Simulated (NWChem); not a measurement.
Molecule: C3H6Cl2; SMILES ClC(Cl)(C)C

```xyz
11

C      0.0000     1.2699    -1.1657
C      0.0000     0.0000    -0.3425
C      0.0000    -1.2699    -1.1657
Cl     1.4602     0.0000     0.7140
Cl    -1.4602     0.0000     0.7140
H     -0.8965     1.2985    -1.8026
H      0.0000     2.1515    -0.5116
H      0.8965     1.2985    -1.8026
H     -0.8965    -1.2985    -1.8026
H      0.0000    -2.1515    -0.5116
H      0.8965    -1.2985    -1.8026
```
Atoms are numbered in this order, from 1.

Computed with NWChem. Pople sets run with spherical d functions. The geometry was optimised at PBE0/def2-SVP.

Question: Order these by “dipole (D)”, lowest first: B3LYP/def2-SVPD; B3LYP/def2-TZVP; B3LYP/def2-SVP; B3LYP/STO-3G; B3LYP/6-31+G*.

Answer: B3LYP/def2-SVP (2.07), B3LYP/def2-TZVP (2.25), B3LYP/def2-SVPD (2.35), B3LYP/6-31+G* (2.45), B3LYP/STO-3G (2.68)
